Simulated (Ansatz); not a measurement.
Ansatz (a program for electronic structure) input (CCSD(T)/aug-cc-pV(D+d)Z):
A basis named .json is the Basis Set Exchange file of that set.

Ansatz 0.2 input:
```yaml
crystal:
  periodic: [false, false, false]
  atoms:
    - {symbol: Si, position_ang: [-0.95883881, -0.30942281, 0.02684695]}
    - {symbol: Cl, position_ang: [1.01896415, 0.28109145, -0.01699743]}
    - {symbol: H, position_ang: [-1.33338603, -1.13989588, -1.12352076]}
    - {symbol: H, position_ang: [-1.10636702, 1.22630442, -0.35157038]}
    - {symbol: H, position_ang: [-1.45889412, -0.53304401, 1.38819012]}
basis:
  gaussian:
    orbitals: aug-cc-pV_D+d_Z.json
total_charge: 1
magnetization: {spin_polarized: true, initial_magnetization: 1}
correlation: {method: ccsd_t, electrons: outside_noble_gas}
output: {forces: true}
```

End of the output:

```
cycle   9  -7.58269430 eV  change    9.2e-6 eV  update   2.2e-5
cycle  10  -7.58269088 eV  change    3.4e-6 eV  update   1.4e-5
cycle  11  -7.58269264 eV  change   -1.8e-6 eV  update   6.8e-6
cycle  12  -7.58269230 eV  change    3.4e-7 eV  update   2.6e-6
cycle  13  -7.58269197 eV  change    3.3e-7 eV  update   9.0e-7
cycle  14  -7.58269183 eV  change    1.5e-7 eV  update   3.3e-7
perturbative correction -0.23000109 eV, -0.0084523842 hartree
the calculation of the forces begins
Total energy: -20411.97293937 eV, -750.1261697898 hartree
Atom 0 at    -0.958839    -0.309423     0.026847 Å, force    -0.400874    -0.214226     0.031727 eV/Å
Atom 1 at     1.018964     0.281091    -0.016997 Å, force     0.340799     0.185917    -0.027890 eV/Å
Atom 2 at    -1.333386    -1.139896    -1.123521 Å, force    -0.017797    -0.056120    -0.076588 eV/Å
Atom 3 at    -1.106367     1.226304    -0.351570 Å, force     0.104078     0.099892    -0.018934 eV/Å
Atom 4 at    -1.458894    -0.533044     1.388190 Å, force    -0.026206    -0.015464     0.091684 eV/Å
Dipole moment:    -0.489248    -0.081113    -0.004850 e Å
```
